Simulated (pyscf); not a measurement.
O=Zr(F)–F, singlet

Gas-phase minimum from PySCF at ωB97X-D3(BJ)/def2-SVP, one conformer. 

SMILES: [F][Zr](=[O])[F]
```xyz
4

O      1.7941    -0.5657    -0.8794
Zr     0.1577    -0.0292    -1.0924
F     -0.1062     1.8690    -0.7864
F     -1.1768    -1.3775    -0.6869
```

Bonds (Å): O1–Zr2 1.735, Zr2–F3 1.941, Zr2–F4 1.940. Bond angles (°): O1–Zr2–F3 114.3, O1–Zr2–F4 114.1, F3–Zr2–F4 123.6.

Properties at ωB97X-D3(BJ)/def2-SVP:

```yaml
harmonic_wavenumbers_unscaled: 76, 168, 234, 644, 682, 1004 cm⁻¹
zero_point_energy: 4.0 kcal/mol
rotational_symmetry_number: 1
Entropy of this conformer at 298 K and 1 atm, rigid rotor and harmonic oscillator, modes under 100 cm⁻¹ raised to 100: 314.7 J/(mol K)
dipole_moment: 3.47 D
```

Single-point totals, which compare only within one level:

| level | total energy (hartree) |
|---|---|
| ωB97X-D3(BJ)/def2-TZVP | -322.32122 |
| PBE/def2-TZVP | -322.04710 |
| r²SCAN/def2-TZVP | -322.19848 |
| B3LYP-D3(BJ)/def2-TZVP | -322.30764 |
| PBE0-D3(BJ)/def2-TZVP | -322.00370 |
| M06-2X/def2-TZVP | -322.08352 |
| ωB97M-D3(BJ)/def2-TZVP | -322.29327 |

Elements past Kr carry the def2 core potentials, without spin-orbit coupling.
